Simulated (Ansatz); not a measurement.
C3H5 (SMILES [CH2]C=C) moved off its minimum; all values from Ansatz (a quantum-chemistry and plane-wave program), cores frozen in correlated methods. Open shells are unrestricted.
(charge 0, multiplicity 2)
```xyz
8

C     -0.6748     0.5321    -0.9933
C      0.0753    -0.4069    -0.2896
C      0.5820    -0.1570     1.0470
H     -1.1263     0.2958    -1.8768
H     -0.9583     1.4187    -0.6293
H      0.3316    -1.3679    -0.6980
H      1.1785    -0.8281     1.4759
H      0.4653     0.7337     1.4755
```

Question: Give the forces (eV/Å), the total energy and the dipole at CCSD(T)/cc-pVTZ.

Answer: 
```csv
atom,Fx,Fy,Fz
C1,1.850,-3.382,0.848
C2,0.371,1.418,2.039
C3,-2.129,-1.108,-5.297
H4,-0.850,-0.812,-2.462
H5,-0.667,3.290,1.784
H6,-0.169,-0.212,-0.391
H7,2.236,-2.708,1.769
H8,-0.641,3.514,1.710
```
Energy -117.0077 hartree, dipole 0.02 D.

Doubts at one or more of the structures used: a spin-contaminated determinant (CCSD(T)/cc-pVTZ).
